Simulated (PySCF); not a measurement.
Species: Al(NH3)F3.
Z-matrix (Å and degrees, PBE0-D3(BJ)/def2-SVP geometry), rows numbered from 1:
```
Al
N   1  2.0035
H   2  1.0217  1  111.15
H   2  1.0216  1  111.46  3  -119.88
H   2  1.0216  1  111.49  3   119.91
F   1  1.6672  2  100.68  3   178.10
F   1  1.6674  2  100.19  3    58.22
F   1  1.6676  2  100.14  3   -61.87
```

The closed-shell ground state was solved at several levels (PySCF, density fitting, gas phase, non-relativistic).

| level | basis functions | HOMO (eV) | LUMO (eV) | gap (eV) | dipole (D) |
| --- | --- | --- | --- | --- | --- |
| B3LYP/def2-SVPD | 137 | -10.23 | -1.22 | 9.01 | 6.35 |
| PBE0/pcSseg-1 (pcSseg-2 on Al) | 126 | -10.17 | -0.32 | 9.85 | 6.43 |
| B3LYP/pcSseg-1 (pcSseg-2 on Al) | 126 | -9.82 | -0.73 | 9.09 | 6.41 |

Task: What might PBE/pcSseg-1 (pcSseg-2 on Al) (126 basis functions) give for the same quantities?

Result: HOMO -8.03 eV, LUMO -1.20 eV, gap 6.83 eV, dipole 6.34 D.

Task: Over all these levels, which gives the widest orbital gap and which the narrowest?

Result: PBE0/pcSseg-1 (pcSseg-2 on Al) (global hybrid, 25 % exact exchange) has the widest, 9.85 eV, and PBE/pcSseg-1 (pcSseg-2 on Al) (GGA) the narrowest, 6.83 eV. The two share the basis. From the narrowest to the widest the HOMO moves by -2.14 eV and the LUMO by +0.88 eV.

Task: In the pcSseg-1 (pcSseg-2 on Al) basis, how does the gap go with the fixed share of exact exchange?

Result: PBE (0 %) 6.83 eV; B3LYP (20 %) 9.09 eV; PBE0 (25 %) 9.85 eV. Each rise in the share widens the gap here.

Task: How far do the dipole and the HOMO energy spread over the levels?

Result: The dipole runs from 6.34 to 6.43 D (mean 6.38 D) and the HOMO from -10.23 to -8.03 eV.
